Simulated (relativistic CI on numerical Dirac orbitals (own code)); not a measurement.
Computed by Dirac-Coulomb-Breit CI, orbitals from a KLI potential per configuration, model QED, valence Slater integrals scaled by 0.85, P86 correlation energy added to each configuration (own radial code, finite nucleus).

Configurations in the expansion (outside the closed core [Kr]): 4d⁵5s², 4d⁶5s, 4d⁵5s5p, 4d⁶5p, 4d⁷, 4d⁶5d, 4d⁵5p², 4d⁶6s, 4d⁵5s5d, 4d⁶6p, 4d⁵5s6s, 4d⁵5s7s, 4d⁵5s6p, 4d⁵5s4f, 4d⁵5s7p, 4d⁵5s6d, 4d⁴5s²5p, 4d⁵5s8s, 4d⁵5d², 4d⁵5s5g, 4d⁵5s5f, 4d⁵5s8p, 4d⁵5s6f, 4d⁴5s²4f. Levels of other configurations are missing.

For a near-neutral ion this model can misplace configurations by up to about 10,000 cm⁻¹ (more where the count of f electrons changes) and terms by 10 to 25 % of their spread. Rates follow the energies as ν³ (E1, M1) or ν⁵ (E2), so they and the lifetimes can be off by large factors. The fine structure of a lone outer electron comes out too small, for d and f at times inverted, and misplaced configurations move strength between like terms. 30 of the 33 excited levels that our extract of the measured tables holds in this range could be paired (the sources list more); they are missed by 2485 cm⁻¹ on average and 5614 at most, and levels without a partner can miss by more.

Outline of the computed level scheme of Tc I. Lowest level of each configuration: 4d⁵5s² ⁶S5/2 at 0.0000 eV; 4d⁶5s ⁶D9/2 at 0.3272 eV; 4d⁵5s5p ⁸P°5/2 at 1.3537 eV; 4d⁷ ⁴F9/2 at 2.6731 eV.

Some strong electric-dipole decays among the lowest 45 levels: 4d⁵5s5p ⁶P°7/2 → 4d⁵5s² ⁶S5/2 (2.2e+07 s⁻¹); 4d⁵5s5p ⁶P°5/2 → 4d⁵5s² ⁶S5/2 (2.1e+07 s⁻¹); 4d⁵5s5p ⁶P°3/2 → 4d⁵5s² ⁶S5/2 (2.1e+07 s⁻¹).

Rates of lines that live on the mixing of spin multiplicities can be off by large factors.

LS names give the leading component of a level, which can be under half, so a name can repeat, a term be missing and a line seem to break the LS rules.
